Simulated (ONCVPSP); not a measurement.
# tantalum: variants of one ONCV potential

Base potential:

| Item | Value |
| --- | --- |
| Element | tantalum |
| Generator | ONCVPSP 4.0.1 |
| Type | optimised norm-conserving Vanderbilt (ONCV) |
| Functional | PBE |
| Relativity | fully relativistic |
| Frozen core | [Kr] 4d10 |
| Valence charge | 27 |
| Reference configuration | 4f14 5s2 5p6 5d3 6s1.5 (charge +0.5) |
| Partial waves | 5s+6s: rc 1.55 bohr, ncon 5, nbas 8, qcut 6.3 1/bohr, 2 projectors; 5p: rc 1.30 bohr, ncon 5, nbas 9, qcut 7.3 1/bohr, 2 projectors, debl 2.3 Ha; 5d: rc 2.60 bohr, ncon 4, nbas 9, qcut 7.3 1/bohr, 2 projectors, debl 1.6 Ha; 4f: rc 0.60 bohr, ncon 4, nbas 8, qcut 29.7 1/bohr, 2 projectors, debl 3.1 Ha |
| Local potential | polynomial inside 0.50 bohr (lpopt 5, dvloc0 2 Ha) |
| Core correction | Teter function, fcfact 5, rcfact 1.75 |

Open shells are filled in proportion to 2j + 1.

All-electron outer shells of the reference configuration (PBE, scalar-relativistic, ld1.x):

| shell | level (eV) | outermost node (bohr) | outermost maximum (bohr) |
| --- | --- | --- | --- |
| 4d | -225.63 | 0.22 | 0.46 |
| 5s | -76.44 | 0.54 | 0.98 |
| 5p | -42.85 | 0.58 | 1.13 |
| 4f | -28.14 | – | 0.44 |
| 6s | -8.44 | 1.32 | 2.71 |
| 5d | -6.91 | 0.65 | 1.58 |

Cutoffs, loose and tight: the cutoffs (Ha) at which the residual kinetic energy of the hardest occupied pseudo-wave falls to 1 and 0.1 mHa per electron. They do not see the model core or the augmentation charge, which bear on the density cutoff. Test errors are all-electron minus pseudo excitation energies from the reference, over the configurations 4f14 5s2 5p6 5d3 6s2; 4f14 5s2 5p6 5d3 6s1; 4f14 5s2 5p6 5d3 6s0; 4f14 5s2 5p6 5d1 6s0. A dash means not determined; rows that change the core or the reference have their own tests. The largest error is taken over the tests solved by every variant that gives reliable tests at all: 4f14 5s2 5p6 5d3 6s0; 4f14 5s2 5p6 5d3 6s1; 4f14 5s2 5p6 5d3 6s2.

A true bound ghost makes a file unfit for plane-wave use even where its test errors are small: the radial tests pick states by their node count and pass the ghost by.

```tsv
change	outcome	cutoff, loose	cutoff, tight	bound ghosts	GHOST(+) flags above zero	largest test error (meV)
base	generated	356 Ha	394 Ha	s, p3/2, d5/2, p1/2, d3/2, f5/2	s	-3.3
local potential polynomial inside 0.50 bohr (lpopt 5, dvloc0 -2 Ha)	generated	356 Ha	394 Ha	s, p3/2, d5/2, p1/2, d3/2, f5/2	s	-3.5
local potential polynomial inside 0.50 bohr (lpopt 5, dvloc0 -0.5 Ha)	generated	356 Ha	394 Ha	s, p3/2, d5/2, p1/2, d3/2, f5/2	s	-3.5
local potential polynomial inside 0.50 bohr (lpopt 5, dvloc0 0.5 Ha)	generated	356 Ha	394 Ha	s, p3/2, d5/2, p1/2, d3/2, f5/2	s	-3.5
local potential polynomial inside 0.50 bohr (lpopt 5, dvloc0 4 Ha)	generated	356 Ha	394 Ha	s, p3/2, d5/2, p1/2, f5/2	s, d3/2	-3.4
local potential polynomial inside 0.50 bohr (lpopt 5, dvloc0 4.5 Ha)	generated	356 Ha	394 Ha	s, p3/2, d5/2, p1/2, f5/2	s, d3/2	-3.4
local potential polynomial inside 0.50 bohr (lpopt 5, dvloc0 6.5 Ha)	generated	356 Ha	394 Ha	s, p3/2, d5/2, p1/2, f5/2	s, d3/2	-3.4
local potential polynomial inside 0.50 bohr (lpopt 5, dvloc0 7.5 Ha)	generated	356 Ha	394 Ha	s, p3/2, d5/2, p1/2, f5/2	s, d3/2	-3.4
```

(1) What comes out with this change to the base: local potential polynomial inside 0.50 bohr (lpopt 5, dvloc0 9.5 Ha)?

Results:

(1) outcome: generated; cutoff, loose: 356 Ha; cutoff, tight: 394 Ha; bound ghosts: s, p3/2, p1/2, f5/2; GHOST(+) flags above zero: s, d5/2, d3/2; largest test error (meV): -3.4.

Reading the sweep of the dvloc0 (base included, trends over the rows without a ghost): Bound ghosts are found at -2, -0.5, 0.5, 2, 4, 4.5, 6.5, 7.5, 9.5 Ha. Every judged row has one, so this setting neither creates nor removes them.
